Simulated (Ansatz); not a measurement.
CuAsH4⁺, that is Cu(AsH3)H with one electron fewer. The state is a doublet with charge 1. Geometry B3LYP-D4/def2-TZVP, that of the neutral singlet.

Cartesian coordinates in Å:
```
Cu -1.3534 -0.0564 -1.0488
As 0.5227 0.0205 0.4036
H 1.8129 0.6687 -0.0452
H 1.1413 -1.2563 0.9265
H 0.4269 0.7270 1.7370
H -2.5504 -0.1035 -1.9731
```

(1) Estimate the α-spin orbital energies around the gap (eV) in Ansatz with PBE-D4/def2-TZVP, r2SCAN-D4/def2-TZVP, PBE0-D4/def2-TZVP.

## Answers

(1) 
```json
{"orbital": "HOMO−5", "PBE-D4/def2-TZVP": "-13.87", "r2SCAN-D4/def2-TZVP": "-14.26", "PBE0-D4/def2-TZVP": "-16.06"}
{"orbital": "HOMO−4", "PBE-D4/def2-TZVP": "-13.87", "r2SCAN-D4/def2-TZVP": "-14.26", "PBE0-D4/def2-TZVP": "-16.06"}
{"orbital": "HOMO−3", "PBE-D4/def2-TZVP": "-13.65", "r2SCAN-D4/def2-TZVP": "-13.96", "PBE0-D4/def2-TZVP": "-16.00"}
{"orbital": "HOMO−2", "PBE-D4/def2-TZVP": "-13.52", "r2SCAN-D4/def2-TZVP": "-13.92", "PBE0-D4/def2-TZVP": "-16.00"}
{"orbital": "HOMO−1", "PBE-D4/def2-TZVP": "-13.52", "r2SCAN-D4/def2-TZVP": "-13.92", "PBE0-D4/def2-TZVP": "-14.93"}
{"orbital": "HOMO", "PBE-D4/def2-TZVP": "-13.15", "r2SCAN-D4/def2-TZVP": "-13.50", "PBE0-D4/def2-TZVP": "-14.61"}
{"orbital": "LUMO", "PBE-D4/def2-TZVP": "-6.66", "r2SCAN-D4/def2-TZVP": "-6.48", "PBE0-D4/def2-TZVP": "-5.76"}
{"orbital": "LUMO+1", "PBE-D4/def2-TZVP": "-6.66", "r2SCAN-D4/def2-TZVP": "-6.48", "PBE0-D4/def2-TZVP": "-5.76"}
{"orbital": "LUMO+2", "PBE-D4/def2-TZVP": "-6.41", "r2SCAN-D4/def2-TZVP": "-6.02", "PBE0-D4/def2-TZVP": "-5.43"}
{"orbital": "LUMO+3", "PBE-D4/def2-TZVP": "-4.21", "r2SCAN-D4/def2-TZVP": "-3.71", "PBE0-D4/def2-TZVP": "-3.25"}
{"orbital": "LUMO+4", "PBE-D4/def2-TZVP": "-4.09", "r2SCAN-D4/def2-TZVP": "-3.71", "PBE0-D4/def2-TZVP": "-3.05"}
{"orbital": "LUMO+5", "PBE-D4/def2-TZVP": "-4.08", "r2SCAN-D4/def2-TZVP": "-3.63", "PBE0-D4/def2-TZVP": "-3.04"}
{"orbital": "β HOMO", "PBE-D4/def2-TZVP": "-13.24", "r2SCAN-D4/def2-TZVP": "-13.41", "PBE0-D4/def2-TZVP": "-14.24"}
{"orbital": "β LUMO", "PBE-D4/def2-TZVP": "-11.94", "r2SCAN-D4/def2-TZVP": "-11.65", "PBE0-D4/def2-TZVP": "-10.51"}
```
